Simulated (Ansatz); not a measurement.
Ansatz (an electronic-structure program) input (X2C-CCSD(T)/cc-pVTZ-DK):

Ansatz 0.2 input:
```yaml
crystal:
  periodic: [false, false, false]
  atoms:
    - {symbol: Si, position_ang: [-0.01185707, -0.37680189, -0.00624924]}
    - {symbol: Cl, position_ang: [0.18620249, 0.91187279, -1.60983213]}
    - {symbol: Cl, position_ang: [-0.06128382, 0.78630284, 1.69043708]}
    - {symbol: N, position_ang: [1.34225610, -1.43493392, -0.17769303]}
    - {symbol: N, position_ang: [-1.40151617, -1.33058996, 0.00059192]}
    - {symbol: H, position_ang: [2.22458444, -1.09972825, 0.21124400]}
    - {symbol: H, position_ang: [-1.48096819, -2.13309641, -0.60317939]}
    - {symbol: H, position_ang: [-2.28641434, -1.00226759, 0.34884808]}
basis:
  gaussian:
    orbitals: cc-pVTZ-DK
magnetization: {spin_polarized: true, initial_magnetization: 1}
correlation: {method: ccsd_t, electrons: outside_noble_gas}
```

Output:

```
Functional definition: HF
integrals: 1.44 GiB planned
1202 factors; integrals over basis functions are off by at most 1.1e-3 eV
mean field: 1.18 GiB planned
mean field evaluation 1: about -35977.2772 eV, gradient 2.7e1 eV
mean field evaluation 2: about -35977.2966 eV, gradient 2.7e1 eV
mean field evaluation 4: about -35981.1184 eV, gradient 2.9e0 eV
mean field evaluation 8: about -35981.2289 eV, gradient 2.2e-1 eV
mean field evaluation 16: about -35980.2357 eV, gradient 1.4e1 eV
mean field evaluation 32: about -35979.1437 eV, gradient 6.6e0 eV
mean field evaluation 64: about -35979.9707 eV, gradient 5.7e-2 eV
mean field -35981.23084650 eV, -1322.2858446546 hartree, gradient 2.4e-6 eV, S^2 0.758796; 4 other end points of the search recorded, 0 dependent functions left out
determinant -35981.23084650 eV, -1322.2858446546 hartree, with singles and doubles -36006.43733850 eV, -1323.2121661502 hartree
determinant -35979.97076746 eV, -1322.2395376042 hartree, with singles and doubles -36005.19967502 eV, -1323.1666828561 hartree
17 core orbitals not correlated
reference -35981.23084650 eV, -1322.2858446546 hartree; 16, 15 occupied and 171, 172 virtual orbitals, 1202 factors
second order -23.66215589 eV of doubles, -0.00000000 eV of singles
coupled cluster: 6.77 GiB planned
cycle   1  -25.03865775 eV  change    -1.3e0 eV  update   2.4e-2
cycle   2  -25.08105004 eV  change   -4.2e-2 eV  update   5.0e-3
cycle   3  -25.08045607 eV  change    5.9e-4 eV  update   2.4e-3
cycle   4  -25.08119864 eV  change   -7.4e-4 eV  update   1.2e-3
cycle   5  -25.08180282 eV  change   -6.0e-4 eV  update   6.9e-4
cycle   6  -25.08205044 eV  change   -2.5e-4 eV  update   3.2e-4
cycle   7  -25.08212348 eV  change   -7.3e-5 eV  update   1.8e-4
cycle   8  -25.08213516 eV  change   -1.2e-5 eV  update   1.3e-4
cycle   9  -25.08208887 eV  change    4.6e-5 eV  update   1.1e-4
cycle  10  -25.08204350 eV  change    4.5e-5 eV  update   8.0e-5
cycle  11  -25.08210694 eV  change   -6.3e-5 eV  update   5.0e-5
cycle  12  -25.08209952 eV  change    7.4e-6 eV  update   2.8e-5
perturbative correction -1.02010372 eV, -0.0374881201 hartree
Total energy: -36007.33304973 eV, -1323.2450829307 hartree
Relativity: scalar
```

It need not be the lowest isomer of its formula.
